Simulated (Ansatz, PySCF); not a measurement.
Gas-phase reaction R1 → P1, each structure at its B3LYP-D3(BJ)/def2-TZVP stationary point, reached from a drawn start; harmonic modes at that level show minima.
R1, H2OSi (SMILES O=[SiH2]) (charge 0, multiplicity 1):
```xyz
4

Si    -0.0071     0.0334     0.0061
O     -0.3187     1.4965     0.2721
H      1.3198    -0.4676    -0.4196
H     -0.9940    -1.0623     0.1414
```
P1, H2OSi (SMILES O[SiH]) (charge 0, multiplicity 1):
```
atom    x (Å)    y (Å)    z (Å)
----  -------  -------  -------
Si    -0.2859   0.8664  -0.0989
O      0.5044  -0.5879   0.0737
H     -1.6843   0.2487  -0.0624
H      1.4657  -0.5271   0.0875
```

P less R. No zero-point or thermal terms.

Frozen-core correlation throughout. CBS: X⁻³ extrapolation of the correlation energy, Hartree–Fock from the larger set.

Run with Ansatz (Gaussian basis) for Hartree–Fock, density functionals and correlated methods; PySCF for the D3/D4 terms. No computed number here is a measurement.

PBE/def2-TZVPP gives -0.28 kcal/mol for the reaction energy.

Question: Predict the shift from PBE, with its sign, for: PBE-D3(BJ)/def2-TZVPP, r2SCAN/def2-TZVPP, PBE0/def2-TZVPP, wB97M-V/def2-TZVPP, B2PLYP/def2-TZVPP, MP2/CBS(cc-pV(T+d)Z, cc-pV(Q+d)Z), CCSD(T)/CBS(cc-pV(T+d)Z, cc-pV(Q+d)Z).

Answer: PBE-D3(BJ)/def2-TZVPP 0.04; r2SCAN/def2-TZVPP 1.97; PBE0/def2-TZVPP -2.01; wB97M-V/def2-TZVPP -3.32; B2PLYP/def2-TZVPP 1.13; MP2/CBS(cc-pV(T+d)Z, cc-pV(Q+d)Z) 3.81; CCSD(T)/CBS(cc-pV(T+d)Z, cc-pV(Q+d)Z) -0.49 kcal/mol. 4 of 7 lie above PBE; the widest gap is to MP2/CBS(cc-pV(T+d)Z, cc-pV(Q+d)Z).

Ansatz is a program for electronic structure.
